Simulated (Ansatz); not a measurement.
Reaction (ligand exchange at the Al–N bond): `C[NH][Al]([NH2])[OH]` + HBr → `[NH2][Al]([OH])[Br]` + CH₃NH₂

Computed with Ansatz on PBE0-D4/def2-TZVP structures; ΔE is electronic, products minus reactants. CBS: MP2 limit from def2 TZ/QZ plus the TZ coupled-cluster correction, frozen cores. DFT in def2-TZVPP. For Br outer-core shells are correlated without core-valence functions, which leaves a few kJ/mol of doubt a bond. Scalar relativity is left out up to krypton. Each species was taken in one conformer, which may not be the lowest.

```json
{"species": "`C[NH][Al]([NH2])[OH]`", "PBE-D4 energy (Eh)": "-469.30803"}
{"species": "HBr", "PBE-D4 energy (Eh)": "-2574.36879"}
{"species": "`[NH2][Al]([OH])[Br]`", "PBE-D4 energy (Eh)": "-2947.93883"}
{"species": "CH₃NH₂", "PBE-D4 energy (Eh)": "-95.76915"}
```

Q: Work out ΔE.

A: ΔE = (-2947.93883) + (-95.76915) − (-469.30803) − (-2574.36879) = -0.03116 Eh = -81.8 kJ/mol. CCSD(T)/CBS gives -83.4 kJ/mol.

Largest T1 diagnostic among the species: 0.010.

In def2-TZVPP, CCSD(T) changes the Hartree–Fock value by +15.1 kJ/mol (the triples alone add +1.1 kJ/mol) and MP2 by +12.0 kJ/mol. The D4 term adds +3.1 kJ/mol with B3LYP and +1.9 kJ/mol with PBE0; it sums over pairs of atoms, weighted by their polarisabilities, and B3LYP, whose exchange is more repulsive, gets the larger term. From PBE to PBE0 (25 % exact exchange), in def2-TZVPP and without D4, ΔE moves by −4.3 kJ/mol.

B3LYP here is the variant with VWN-RPA as its local correlation; programs differ in this.
